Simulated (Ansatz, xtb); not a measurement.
Relative energy of two structures of GeH4NZn+

Structure a: a singlet given by its coordinates. Structure b: a singlet given by its coordinates. Both are isolated ions in the gas phase, relaxed with B3LYP-D3(BJ)/def2-SVP.

a (Å):

```xyz
7

Ge   -0.0830    1.7608    0.1235
N    -0.7897   -0.0060    1.1804
Zn   -0.4952    0.8241   -2.3036
H    -0.4530    0.0559    2.1491
H    -1.8123   -0.0593    1.2306
H    -0.4462   -0.8994    0.8147
H     1.3444    1.0454    0.0494
```

Close contacts (Å): Ge1–N2 2.18, Ge1–Zn3 2.63, Ge1–H7 1.60, N2–H4 1.03, N2–H5 1.03, N2–H6 1.02.

b (Å):

```yaml
atoms:
  - { symbol: Ge, position_ang: [4.0722, 0.5830, -2.2273] }
  - { symbol: N, position_ang: [-0.2015, 1.1439, -0.5151] }
  - { symbol: Zn, position_ang: [1.7260, 0.8596, -1.3051] }
  - { symbol: H, position_ang: [-0.4378, 2.1359, -0.3906] }
  - { symbol: H, position_ang: [-0.3204, 0.7056, 0.4064] }
  - { symbol: H, position_ang: [3.5066, -0.7716, -2.8737] }
  - { symbol: H, position_ang: [-0.9363, 0.7485, -1.1143] }
```

Close contacts (Å): Ge1–Zn3 2.54, N2–Zn3 2.10, Ge1–H6 1.60, N2–H4 1.03, N2–H5 1.03, N2–H7 1.03.

Question: Estimate which is lower in electronic energy at CCSD(T)/def2-TZVP, and by roughly how much.

Answer: The CCSD(T)/def2-TZVP calculation puts structure a lower, by 4.5 kcal/mol.

Level by level:

```
                level               geometry  E(b) − E(a) (kcal/mol)  departure from the last row (kcal/mol)  job, with rough time for the two
             GFN2-xTB               GFN2-xTB                     +14.8                                   +10.3              optimisation, 0.29 s
            HF/STO-3G               GFN2-xTB                     +13.2                                    +8.7               single point, 2.8 s
   r2SCAN-D4/def2-SVP               GFN2-xTB                     +11.6                                    +7.2                 single point, 4 s
B3LYP-D3(BJ)/def2-SVP  B3LYP-D3(BJ)/def2-SVP                      +5.1                                    +0.7                optimisation, 44 s
         HF/def2-TZVP  B3LYP-D3(BJ)/def2-SVP                      −0.9                                    −5.4           part of the CCSD(T) run
        MP2/def2-TZVP  B3LYP-D3(BJ)/def2-SVP                      +4.4                                    −0.1           part of the CCSD(T) run
    CCSD(T)/def2-TZVP  B3LYP-D3(BJ)/def2-SVP                      +4.5                                                     single point, 2.5 min
```

HF/def2-TZVP puts the two in the other order. The largest departure from CCSD(T)/def2-TZVP is that of GFN2-xTB, 10.3 kcal/mol. A small imaginary or near-zero mode remains, so no thermal terms are given.

The correlated steps freeze 15 core orbitals; the filled d shell of Ge is correlated; the last core shell of Zn is correlated, in a basis made for valence electrons. Run with Ansatz 0.2.0, xtb 6.7.1; the last row on 2 threads of Arm Neoverse V1 on a shared host.
